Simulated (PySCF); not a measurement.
## Te²⁺: ionisation energy

Te²⁺ [Kr] 4d10 5s2 5p2 (3P) → Te³⁺ [Kr] 4d10 5s2 5p1 (2P), as a difference of total energies. All numbers are calculated (PySCF 2.14, scalar relativity by spin-free X2C-1e, in x2c-TZVPPall with one added diffuse shell each of s, p, d, f type (9s7p5d3f, 76 functions)). Correlated levels: valence and next inner shell: [Ar] 3d10 frozen. The calculations carry no spin-orbit coupling.

```json
{"method": "UHF", "ionisation energy (eV)": "26.942"}
{"method": "MP2 (valence and next inner shell)", "ionisation energy (eV)": "27.469"}
{"method": "SCS-MP2 (valence and next inner shell)", "ionisation energy (eV)": "27.340"}
{"method": "CCSD (valence and next inner shell)", "ionisation energy (eV)": "27.412"}
{"method": "CCSD(T) (valence and next inner shell)", "ionisation energy (eV)": "27.432"}
```

How much does correlation contribute at CCSD(T) (valence and next inner shell)?

27.432 − (26.942) = 0.490 eV, measured against UHF.

The reference lies between the lowest fine-structure levels, while these numbers refer to the centres of the terms.

Errors of the correlated levels include the incompleteness of this basis and the frozen core.

For comparison: 27.84 ± 0.04 eV (measured; NIST Atomic Spectra Database, ionization energies).
